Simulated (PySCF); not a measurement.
Compound: C₃H₆N₂OSi.
Numbering: `[SiH3:1][NH:2][c:3]1[cH:4][cH:5][n:6][o:7]1` (hydrogens: H8, H9, H10 on Si1; H11 on N2; H12 on C4; H13 on C5)

Theory: CAM-B3LYP/def2-SV(P) geometry optimisation, gas phase (PySCF).

(1) List the bond lengths, angles and torsions at this level.

Results:

(1) 
```
                   bond  length (bohr)     order
                 Si1–N2          3.316    single
                  N2–C3          2.583    single
                  C3–C4          2.591  aromatic
                  C4–C5          2.684  aromatic
                  C5–N6          2.461  aromatic
                  N6–O7          2.621  aromatic
                  C3–O7          2.519  aromatic
Si1–H8, Si1–H9, Si1–H10          2.816    single
                 N2–H11          1.919    single
                 C4–H12          2.053    single
                 C5–H13          2.062    single
```

Bonds in one row agree within 0.02 bohr and their mean is given. Orders are formal, as drawn. A selection of angles:
```
     angle  degrees
 N2–Si1–H8    110.9
N2–Si1–H10    105.2
 H8–Si1–H9    108.3
H8–Si1–H10    110.8
 Si1–N2–C3    125.9
Si1–N2–H11    120.5
 C3–N2–H11    113.6
  N2–C3–C4    133.6
  N2–C3–O7    116.6
  C4–C3–O7    109.8
  C3–C4–C5    102.4
 C3–C4–H12    128.8
 C5–C4–H12    128.8
  C4–C5–N6    112.9
 C4–C5–H13    128.4
 N6–C5–H13    118.7
  C5–N6–O7    105.0
  C3–O7–N6    109.9
```

Torsions: Si1–N2–C3–C4 -1° (synperiplanar).

The 2 C–N bonds span 1.302 Å (C5–N6, aromatic) to 1.367 Å (N2–C3, drawn single), a spread of 0.065 Å. N2 (silicon-bound nitrogen) is planar (angles 125.9°, 120.5° and 113.6°, sum 360.0°, 0.00 Å off the plane of its three neighbours). The 7 heavy atoms lie in one plane (0.006 Å rms). The 2 C–C bonds span 1.371 Å (C3–C4, aromatic) to 1.420 Å (C4–C5, aromatic), a spread of 0.049 Å. Of the pairs four or more bonds apart, Si1···H12 is among the closest relative to their van der Waals radii: 3.26 Å, 99 % of the sum of Bondi's values. Si1 (SiH3 silicon) is distorted tetrahedral (angles from 105.2° to 110.9°). The 5-membered ring C3–C4–C5–N6–O7 has internal angles of 102.4° to 112.9° (sum 540°, against 540° for a flat polygon); it is planar, 0.00 Å rms from its mean plane, widest ring torsion 0°.

Point group: Cs (tolerance 0.08 Å). Not checked by CAM-B3LYP/def2-SV(P) frequencies. One conformer, not necessarily the lowest.
